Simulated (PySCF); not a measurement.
B3LYP has the VWN-RPA correlation part, as in Gaussian. Delta-SCF ions had no search for a lower state. Excitations are Tamm–Dancoff values on a coarser integration grid. The basis has no diffuse functions, so Rydberg states are missing or too high.

C₃H₇B, SMILES `B/C=C\C` (charge 0, multiplicity 1)

Calculation: B3LYP-D3(BJ)/def2-TZVP // PBE0-D4/def2-TZVP run with PySCF 2.14.0.

| Quantity | Result |
|---|---|
| HOMO | -7.70 eV |
| dipole moment | 1.89 D |
| HOMO–LUMO gap | 5.58 eV |
| LUMO | -2.12 eV |
| S1 excitation (TDA) | 5.12 eV |
| S1 oscillator strength | 0.000 |
| brightest of the four lowest singlets (TDA) | 5.73 eV |
| T1 excitation (TDA) | 3.44 eV |
| S1–T1 gap (TDA) | 1.68 eV |
| vertical ionisation energy (Delta-SCF) | 10.10 eV |
| total energy | -3902.57 eV |
| cost | roughly 110 core-seconds |

```xyz
11

B      1.7444    -0.3738     0.0969
C      0.7858     0.7972    -0.1193
C     -0.5594     0.7158    -0.1317
C     -1.3968    -0.4946     0.0545
H      1.3499    -1.4916     0.2659
H      2.9278    -0.1898     0.1014
H      1.1951     1.7939    -0.2762
H     -1.1289     1.6324    -0.2944
H     -2.0644    -0.3580     0.9120
H     -0.8062    -1.3953     0.2062
H     -2.0474    -0.6361    -0.8151
```
